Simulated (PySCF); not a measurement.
Bonds (- single, = double, # triple, : aromatic): C1-N2, N2-Si3, Si3-C4, C4=C5, C5-Si6. C1 carries H7, H8, H9; N2 carries H10; Si3 carries H11, H12; C4 carries H13; C5 carries H14; Si6 carries H15, H16, H17. Stereochemistry as in CN[SiH2]/C=C/[SiH3].

- GFN2-xTB geometry
- GIAO PBE0/pcSseg-1 shieldings
- program: PySCF 2.14
- no solvent model, non-relativistic Hamiltonian, single conformer, equivalent nuclei averaged

Chemical shifts δ = σref − σ; TMS for ¹³C, ¹H, ²⁹Si; NH3 for ¹⁵N, all at this level.

```json
{"atoms": "Si6", "nucleus": "²⁹Si", "count": "1", "Hirshfeld charge": "0.31", "δ (ppm)": "?"}
{"atoms": "H7/H8/H9", "nucleus": "¹H", "count": "3", "Hirshfeld charge": "0.04", "δ (ppm)": "?"}
{"atoms": "H11/H12", "nucleus": "¹H", "count": "2", "Hirshfeld charge": "-0.09", "δ (ppm)": "4.95"}
{"atoms": "H15/H16/H17", "nucleus": "¹H", "count": "3", "Hirshfeld charge": "-0.08", "δ (ppm)": "4.21"}
{"atoms": "C5", "nucleus": "¹³C", "count": "1", "Hirshfeld charge": "-0.13", "δ (ppm)": "151.5"}
{"atoms": "C4", "nucleus": "¹³C", "count": "1", "Hirshfeld charge": "-0.13", "δ (ppm)": "?"}
{"atoms": "H13", "nucleus": "¹H", "count": "1", "Hirshfeld charge": "0.04", "δ (ppm)": "7.10"}
{"atoms": "H14", "nucleus": "¹H", "count": "1", "Hirshfeld charge": "0.04", "δ (ppm)": "7.18"}
{"atoms": "H10", "nucleus": "¹H", "count": "1", "Hirshfeld charge": "0.11", "δ (ppm)": "?"}
{"atoms": "N2", "nucleus": "¹⁵N", "count": "1", "Hirshfeld charge": "-0.24", "δ (ppm)": "10.4"}
{"atoms": "C1", "nucleus": "¹³C", "count": "1", "Hirshfeld charge": "-0.07", "δ (ppm)": "32.4"}
{"atoms": "Si3", "nucleus": "²⁹Si", "count": "1", "Hirshfeld charge": "0.36", "δ (ppm)": "-44.5"}
```

Problem. Estimate the values marked ?.

Solution. 
- C4: 158.2 ppm, alkene CH; as expected for a trigonal carbon in a double bond
- H7/H8/H9: 2.88 ppm, hydrogen on a methyl carbon bonded to N; its carbon carries N, which withdraws density
- H10: -0.43 ppm, hydrogen on a nitrogen bonded to C, Si; exchangeable, gas-phase position
- Si6: -71.5 ppm, silicon bonded to C, 3 H

OH/NH shifts are gas-phase values; hydrogen bonding in solution moves them, usually downfield. Shifts are as computed. Against solution values, carbons near 30 ppm lie about +3 ppm off and those near 130 ppm about +5 ppm. Of 1211 compounds with measured shifts, 218 miss one by over three times the rms of a fit or turn the order of signals round; such compounds aren't used in these exercises. Experimental scales use liquid or dissolved standards, which lie at an offset from isolated NH3 (liquid NH3: subtract about 20 ppm).
